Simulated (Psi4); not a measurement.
ClK (SMILES [Cl][K]), singlet, at a GFN2-xTB geometry (such geometries of metal compounds can be far from the true shape); B3LYP/STO-3G in Psi4.

Psi4 was given this input:
```
memory 2 GB

molecule {
0 1
K    -0.00000000   -0.00000000   -1.21784993
Cl    0.00000000    0.00000000    1.36112639
}

set {
  basis sto-3g
  cholesky_tolerance 1e-6
  scf_type cd
}

energy('b3lyp')
print_variables()
```

The log (banner, timings and long lists left out):

```
   => Loading Basis Set <=

    Name: STO-3G
    Role: ORBITAL
    Keyword: BASIS

         ---------------------------------------------------------
                                   SCF
               by Justin Turney, Rob Parrish, Andy Simmonett
                          and Daniel G. A. Smith
                              RKS Reference
         ---------------------------------------------------------

  ==> Geometry <==

    Molecular point group: c2v
    Full point group: C_inf_v

    Geometry (in Angstrom), charge = 0, multiplicity = 1:

       Center              X                  Y                   Z               Mass
    ------------   -----------------  -----------------  -----------------  -----------------
         K            0.000000000000     0.000000000000    -1.219812272412    38.963706486400
         CL           0.000000000000     0.000000000000     1.359164047588    34.968852682000

  Running in c2v symmetry.

  Rotational constants: A = ************  B =      0.13753  C =      0.13753 [cm^-1]
  Rotational constants: A = ************  B =   4123.03084  C =   4123.03084 [MHz]
  Nuclear repulsion =   66.276001730178734

  Charge       = 0
  Multiplicity = 1
  Electrons    = 36
  Nalpha       = 18
  Nbeta        = 18

  ==> Algorithm <==

  SCF Algorithm Type is CD.
  DIIS enabled.
  MOM disabled.
  Fractional occupation disabled.
  Guess Type is SAD.
  Energy threshold   = 1.00e-06
  Density threshold  = 1.00e-06
  Integral threshold = 1.00e-12

  ==> Primary Basis <==

  Basis Set: STO-3G
    Blend: STO-3G
    Number of shells: 12
    Number of basis functions: 22
    Number of Cartesian functions: 22
    Spherical Harmonics?: true
    Max angular momentum: 1

  ==> DFT Potential <==

   => LibXC <=

    Version 7.1.2
    S. Lehtola, C. Steigemann, M. J. T. Oliveira, and M. A. L. Marques,  SoftwareX 7, 1–5 (2018) (10.1016/j.softx.2017.11.002)

   => Composite Functional: B3LYP <=

    B3LYP Hyb-GGA Exchange-Correlation Functional

    P. J. Stephens, F. J. Devlin, C. F. Chabalowski, and M. J. Frisch,  J. Phys. Chem. 98, 11623 (1994) (10.1021/j100096a001)

    Deriv               =              1
    GGA                 =           TRUE
    Meta                =          FALSE

    Exchange Hybrid     =           TRUE
    MP2 Hybrid          =          FALSE

   => Exchange Functionals <=

    0.0800   Slater exchange
    0.7200         Becke 88

   => Exact (HF) Exchange <=

    0.2000               HF

   => Correlation Functionals <=

    0.1900   Vosko, Wilk & Nusair (VWN5_RPA)
    0.8100   Lee, Yang & Parr

   => LibXC Density Thresholds  <==

    XC_HYB_GGA_XC_B3LYP:  1.00E-15

   => Molecular Quadrature <=

    Radial Scheme          =       TREUTLER
    Pruning Scheme         =           NONE
    Nuclear Scheme         =       TREUTLER

    Blocking Scheme        =         OCTREE
    BS radius alpha        =              1
    Pruning alpha          =              1
    Radial Points          =             75
    Spherical Points       =            302
    Total Points           =          38992
    Total Blocks           =            369
    Max Points             =            256
    Max Functions          =             21
    Weights Tolerance      =       1.00E-15

  ==> Integral Setup <==

  ==> CDJK: Cholesky-decomposed J/K Matrices <==

    J tasked:                     Yes
    K tasked:                     Yes
    wK tasked:                     No
    Integrals threads:              1
    Algorithm:                   Core
    Integral Cache:              NONE
    Schwarz Cutoff:             1E-12
    Cholesky tolerance:      1.00E-06
    No. Cholesky vectors:         113

  Minimum eigenvalue in the overlap matrix is 3.3922810126E-01.
  Reciprocal condition number of the overlap matrix is 1.9069169420E-01.
    Using symmetric orthogonalization.

  ==> Pre-Iterations <==

  SCF Guess: Superposition of Atomic Densities via on-the-fly atomic UHF (no occupation information).

   -------------------------
    Irrep   Nso     Nmo
   -------------------------
     A1        12      12
     A2         0       0
     B1         5       5
     B2         5       5
   -------------------------
    Total      22      22
   -------------------------

  ==> Iterations <==

                        Total Energy        Delta E     RMS |[F,P]|

   @RKS iter SAD: -1048.63483246598003   -1.04863e+03   0.00000e+00
   @RKS iter   1: -1048.98897094512745   -3.54138e-01   8.62687e-03 DIIS/ADIIS
   @RKS iter   2: -1048.90532973217910    8.36412e-02   2.14958e-02 DIIS/ADIIS
   @RKS iter   3: -1049.02857562125723   -1.23246e-01   1.14775e-03 DIIS/ADIIS
   @RKS iter   4: -1049.02892380589128   -3.48185e-04   1.66155e-04 DIIS/ADIIS
   @RKS iter   5: -1049.02893200996414   -8.20407e-06   1.00654e-05 DIIS
   @RKS iter   6: -1049.02893203772715   -2.77630e-08   7.23162e-07 DIIS
  Energy and wave function converged.

  ==> Post-Iterations <==

   Electrons on quadrature grid:
      Ntotal   =   35.9999922673 ; deviation = -7.733e-06

    Orbital Energies [Eh]
    ---------------------

    Doubly Occupied:

       1A1  -128.260661     2A1  -100.197142     3A1   -12.873798
       1B2   -10.349436     1B1   -10.349436     4A1   -10.348731
       5A1    -9.015812     6A1    -6.789119     2B2    -6.782271
       2B1    -6.782271     7A1    -1.349458     3B1    -0.724168
       3B2    -0.724168     8A1    -0.724066     9A1    -0.558833
      10A1    -0.127441     4B1    -0.105614     4B2    -0.105614

    Virtual:

      11A1     0.026514     5B1     0.189678     5B2     0.189678
      12A1     0.304040

    Final Occupation by Irrep:
             A1    A2    B1    B2
    DOCC [    10,    0,    4,    4 ]
    NA   [    10,    0,    4,    4 ]
    NB   [    10,    0,    4,    4 ]

  @RKS Final Energy: -1049.02893203772715

   => Energetics <=

    Nuclear Repulsion Energy =             66.2760017301787343
    One-Electron Energy =               -1582.9849158636641278
    Two-Electron Energy =                 517.4082547634031926
    DFT Exchange-Correlation Energy =     -49.7282726676449371
    Empirical Dispersion Energy =           0.0000000000000000
    VV10 Nonlocal Energy =                  0.0000000000000000
    Total Energy =                      -1049.0289320377271451

Computation Completed

Properties will be evaluated at   0.000000,   0.000000,   0.000000 [a0]

Properties computed using the SCF density matrix

 Multipole Moments:

 ------------------------------------------------------------------------------------
     Multipole            Electronic (a.u.)      Nuclear  (a.u.)        Total (a.u.)
 ------------------------------------------------------------------------------------

 L = 1.  Multiply by 2.5417464519 to convert [e a0] to [Debye]
 Dipole X            :          0.0000000            0.0000000            0.0000000
 Dipole Y            :          0.0000000            0.0000000            0.0000000
 Dipole Z            :         -3.0773464           -0.1334985           -3.2108449
 Magnitude           :                                                    3.2108449

 ------------------------------------------------------------------------------------

  Variable Map:
  ----------------------------------------------------------------------------
  "CURRENT ENERGY"              =>   -1049.028932037727
  "CURRENT REFERENCE ENERGY"    =>   -1049.028932037727
  "DD SOLVATION ENERGY"         =>       0.000000000000
  "DFT FUNCTIONAL TOTAL ENERGY" =>   -1049.028932037727
  "DFT TOTAL ENERGY"            =>   -1049.028932037727
  "DFT VV10 ENERGY"             =>       0.000000000000
  "DFT XC ENERGY"               =>     -49.728272667645
  "GRID ELECTRONS ALPHA"        =>      17.999996133625
  "GRID ELECTRONS BETA"         =>      17.999996133625
  "GRID ELECTRONS TOTAL"        =>      35.999992267251
  "NUCLEAR REPULSION ENERGY"    =>      66.276001730179
  "ONE-ELECTRON ENERGY"         =>   -1582.984915863664
  "PCM POLARIZATION ENERGY"     =>       0.000000000000
  "PE ENERGY"                   =>       0.000000000000
  "SCF ITERATION ENERGY"        =>   -1049.028932037727
  "SCF ITERATIONS"              =>       6.000000000000
  "SCF TOTAL ENERGY"            =>   -1049.028932037727
  "TWO-ELECTRON ENERGY"         =>     517.408254763403
  "XC GRID RADIAL POINTS"       =>      75.000000000000
  "XC GRID SPHERICAL POINTS"    =>     302.000000000000
  "XC GRID TOTAL POINTS"        =>   38992.000000000000

  Array Variable Map:
  ----------------------------------------------------------------------------
  "CURRENT DIPOLE"              =>       0.000000000000 ... -3.210844936922 1 by 3
  "SCF DIPOLE"                  =>       0.000000000000 ... -3.210844936922 1 by 3
  "SCF TOTAL ENERGIES"          =>   -1048.634832465980 ... -1049.028932037727 1 by 7
```
